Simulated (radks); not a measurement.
The numbers below are computed, except where a source is named.
Q: The phosphorus anion P3-, configuration [Ar]. Level of theory: non-relativistic Kohn-Sham, PBEsol, spin-polarised, spherical densities, point nucleus; Watson sphere of charge +3 and radius 2 bohr (a radial shooting solver on a logarithmic mesh with Libxc functionals). Some entries of the table are withheld. Estimate them.

orbital,occ.,eigenvalue (hartree),<r> (bohr)
1s,2,(1),0.1041
2s,2,-6.22399,0.5247
2p,6,(2),0.4899
3s,2,(3),1.905
3p,6,-0.29867,2.238

A: 
(1) 1s eigenvalue (hartree): -76.02035
(2) 2p eigenvalue (hartree): -4.44290
(3) 3s eigenvalue (hartree): -0.60950
